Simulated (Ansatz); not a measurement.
The same path of Cl2H4N2Zr + F (10 atoms, charge 0, multiplicity 2) was run twice with different band settings. Lost on the way: Zr1–Cl2. Made: Cl2–F10.

Theory: Ansatz, UHF/def2-SVP.

Relaxed end points:

```xyz
10
Properties=species:S:1:pos:R:3
Zr 0.003 -0.016 -0.115
Cl 0.023 -0.074 2.288
Cl 2.219 0.030 -1.042
N -0.991 1.616 -0.767
H -1.871 1.628 -1.253
H -0.676 2.566 -0.652
N -1.026 -1.614 -0.787
H -1.632 -2.197 -0.231
H -0.960 -2.011 -1.710
F 0.042 0.072 5.646
```

```xyz
10
Properties=species:S:1:pos:R:3
Zr 0.136 -0.155 -0.945
Cl -0.494 0.856 2.771
Cl 2.373 0.016 -1.852
N -0.772 1.421 0.055
H -1.766 1.503 0.205
H -0.379 2.339 0.186
N -0.966 -1.867 -1.112
H -1.900 -2.002 -0.759
H -0.682 -2.728 -1.549
F -0.418 0.618 4.378
```

Common settings: movable images 7; climbing image yes; spring 5.0 eV/Å²; optimiser quadratic models (default); force threshold 0.03 eV/Å; end points relaxed.

| run | start path | iteration limit |
| --- | --- | --- |
| 1 | through a guess of the saddle point | 60 |
| 2 | straight line | 58 |

What does each run give, and how far can it be trusted?

Run 1: not converged after 60 iterations, highest image 3.803 eV above the first end. The band didn't meet its force threshold, so its energies are provisional: the largest band force was still 0.10 eV/Å, and over the last iterations the top stayed at 3.80 eV. Neighbouring images lie up to 4.4 Å apart, so the band is torn or far too coarse. Inner images lie below an end point, which means an intermediate or an end that isn't the lowest structure nearby.
Run 2: converged after 34 iterations, highest image 3.731 eV above the first end. A structure lower than the first end lies on the path between it and the top, so the climb from that side starts below the end, which may itself be a saddle point or a shallow side well. Neighbouring images differ by up to 2.0 eV, so the band resolves the path poorly. The order of the point at the top wasn't checked.
